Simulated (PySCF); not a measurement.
**Exercise with solution: entropy of an ideal gas**

SiCl2HI, SMILES Cl[SiH](Cl)I.

Coordinates come from a B3LYP-D3(BJ)/def2-SVP optimisation. The def2 effective core potentials stand for the cores of I; spin–orbit coupling is left out.

B3LYP-D3(BJ)/def2-SVP run with PySCF gives the harmonic wavenumbers 125, 139, 211, 358, 534, 592, 773, 803, 2289 cm⁻¹ and the rotational temperatures 0.1123, 0.0445, 0.0333 K. The molar mass is 226.90 g/mol, the symmetry number 1, the spin multiplicity 1.

Work out the entropy at 298.15 K and 1 atm in the rigid-rotor, harmonic-oscillator model.


Translation (Sackur–Tetrode at 1 atm): S = R[1.5 ln M + 2.5 ln T − 1.16487] = 176.4 J/(mol K).
Rotation: q = (√π/σ) T^1.5/√(θA θB θC) = 707000, S = R[ln q + 3/2] = 124.5 J/(mol K).
Vibration: with u = 1.4388 ν/T, each mode gives R[u/(e^u − 1) − ln(1 − e^−u)]:
```tsv
ν (cm⁻¹)	modes	u	S (J/(mol K))
125	1	0.60	12.64
139	1	0.67	11.79
211	1	1.02	8.51
358	1	1.73	4.73
534	1	2.58	2.42
592	1	2.86	1.94
773	1	3.73	0.96
803	1	3.88	0.86
```
The stiffer modes add less than 0.005 each. Sum 43.9 J/(mol K).
Spin: R ln 1 = 0.0 J/(mol K).
Total 344.7 J/(mol K); the program's own thermochemistry gives 344.7. Translation makes up 51 % and vibration 13 %. Anharmonicity, hindered rotation and orbital degeneracy are left out.
